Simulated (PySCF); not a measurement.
The PySCF input:
```python
from pyscf import gto, scf, mcscf
import numpy

mol = gto.Mole()
mol.atom = '''
    C     2.30927427   -1.09763729    0.90721070
    O     1.67924718    0.12726471    0.57287383
    Ge    0.03213813    0.35796632    0.02872426
    C    -0.25220359    2.32117788    0.06544763
    Cl   -0.24781661   -0.51969949   -1.89937824
    O    -0.95637799   -0.59942895    1.15283005
    C    -2.27521773   -1.06806734    0.95762844
    H     1.71691313   -1.66386180    1.62716104
    H     2.47213286   -1.71038108    0.01759727
    H     3.27235702   -0.84045219    1.35016774
    H    -1.14413678    2.58557342   -0.49390909
    H     0.60840321    2.80902803   -0.37838991
    H    -0.35862481    2.64717674    1.09446506
    H    -2.43169752   -1.87716442    1.67260275
    H    -3.00177334   -0.27514426    1.14780328
    H    -2.42318251   -1.45033131   -0.05459632
'''
mol.basis = 'sto-3g'
mol.verbose = 4
mol.build()

mf = scf.RHF(mol)
mf.kernel()
mc = mcscf.CASSCF(mf, 5, 4)
mc.kernel()
occ = numpy.linalg.eigvalsh(mc.fcisolver.make_rdm1(mc.ci, mc.ncas, mc.nelecas))[::-1]
ss = mc.fcisolver.spin_square(mc.ci, mc.ncas, mc.nelecas)[0]
print('natural occupations', occ.round(4), ' <S^2>', round(ss, 4))
```

### Question
What SCF-reference HOMO-LUMO gap does CASSCF(4,5)/STO-3G run with PySCF give?

### Answer
17.43 eV

### Question
What SCF-reference Mulliken (on the basis functions themselves) charges in atom order does CASSCF(4,5)/STO-3G give?

### Answer
C1 -0.06, O2 -0.43, Ge3 1.13, C4 -0.35, Cl5 -0.41, O6 -0.42, C7 -0.06, H8 0.06, H9 0.06, H10 0.07, H11 0.07, H12 0.08, H13 0.07, H14 0.07, H15 0.05, H16 0.06

### Question
What is the computed number of basis functions (CASSCF(4,5)/STO-3G)?

### Answer
61

### Question
Estimate the total energy that CASSCF(4,5)/STO-3G returns for this input.

### Answer
-2771.640744 Ha

### Question
Estimate the natural occupations of the active orbitals that CASSCF(4,5)/STO-3G returns for this input.

### Answer
1.97, 1.97, 0.03, 0.02, 0.00
